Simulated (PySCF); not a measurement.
A structure optimised at B3LYP-D3(BJ)/def2-SVP, used in a PySCF frequency run:

```
B
F 1 1.3122
Br 1 1.9126 2 119.05
Br 1 1.9126 2 119.05 3 180.00
```

### Question
Write its SMILES, formula and point group.

### Answer
FB(Br)Br, BBr2F, C2v

### Question
What are its rotational constants (standard atomic weights)?

### Answer
5.6074, 1.1312, 0.94130 GHz
